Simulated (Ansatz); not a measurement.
```yaml
crystal:
  periodic: [false, false, false]
  atoms:
    - {symbol: P, position_ang: [-2.418440, 1.263305, 1.120573]}
    - {symbol: Si, position_ang: [-0.392241, 0.285551, 1.293348]}
    - {symbol: C, position_ang: [0.601262, 0.254314, -0.270290]}
    - {symbol: C, position_ang: [0.349378, -0.829295, -1.287808]}
    - {symbol: C, position_ang: [1.611734, -0.843669, -0.496903]}
    - {symbol: H, position_ang: [-1.897156, 2.430957, 0.499016]}
    - {symbol: H, position_ang: [-2.713514, 0.632898, -0.119023]}
    - {symbol: H, position_ang: [-0.616571, -1.126148, 1.716738]}
    - {symbol: H, position_ang: [0.333171, 0.996486, 2.382787]}
    - {symbol: H, position_ang: [0.868360, 1.222656, -0.683384]}
    - {symbol: H, position_ang: [0.403579, -0.557024, -2.334618]}
    - {symbol: H, position_ang: [-0.401065, -1.578873, -1.061883]}
    - {symbol: H, position_ang: [1.724527, -1.602216, 0.269290]}
    - {symbol: H, position_ang: [2.533975, -0.578143, -0.999042]}
basis:
  gaussian: {orbitals: aug-pcseg-2, final_grid: {core_spheres: 20, valence_spheres: 16, degree: 47}}
hamiltonian: {xc: {name: HF}}
correlation: {active_space: {window: {electrons: 6, orbitals: 2}}}
output: {forces: true}
```

```sh
$ ansatz run in.yaml --threads 4 --pin off --events-out ev --progress --plain --max-ram 10444MiB
```

It prints (some lines left out):

```
Functional definition: HF
2700 factors; integrals over basis functions are off by at most 9.5e-4 eV
mean field evaluation 1: about -20363.9118 eV, gradient 3.9e1 eV
mean field evaluation 2: about -20364.1796 eV, gradient 3.9e1 eV
mean field evaluation 4: about -20368.8292 eV, gradient 4.5e0 eV
mean field evaluation 8: about -20368.9238 eV, gradient 2.6e-1 eV
mean field -20368.92426286 eV, -748.5441601074 hartree, gradient 1.7e-6 eV, S^2 0.000000; 0 other end points of the search recorded, 0 dependent functions left out
reference -20368.92426286 eV, -748.5441601074 hartree; 28, 28 occupied and 417, 417 virtual orbitals, 2700 factors
Error: 6 electrons in 2 orbitals form no window around the highest filled level of the reference
```

(1) What is wrong with this run?

## Answers

(1) The active space doesn't fit the electrons. The run stopped with an error.
